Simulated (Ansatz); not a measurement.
Computed with Ansatz on PBE0-D4/def2-TZVP structures; ΔE is electronic, products minus reactants. CCSD(T)/CBS is the MP2 limit (def2-TZVPP, def2-QZVPP) plus CCSD(T) − MP2 in def2-TZVPP, frozen cores. Functionals use def2-TZVPP. B3LYP here is the variant with VWN-RPA as its local correlation; programs differ in this. One conformer a species, not always the lowest.

Consider the isomerisation: `BN(C)CF` → `CC(N)BF`.

Problem. Is it downhill or uphill in electronic energy at CCSD(T)/CBS, and by how much? (Best estimate.)

Solution. Computed: Downhill: ΔE = -19.2 kcal/mol.

Problem. What do these levels give: PBE-D4, B3LYP-D4, B2PLYP, PBE, HF/def2-TZVPP, MP2/def2-TZVPP? (Best estimate.)

Solution. Computed: PBE-D4 -17.0, B3LYP-D4 -16.9, B2PLYP -17.8, PBE -17.1, HF/def2-TZVPP -18.4, MP2/def2-TZVPP -19.4 kcal/mol.

Largest T1 diagnostic among the species: 0.012.

From PBE to PBE0 (25 % exact exchange), in def2-TZVPP and without D4, ΔE moves by −1.1 kcal/mol.
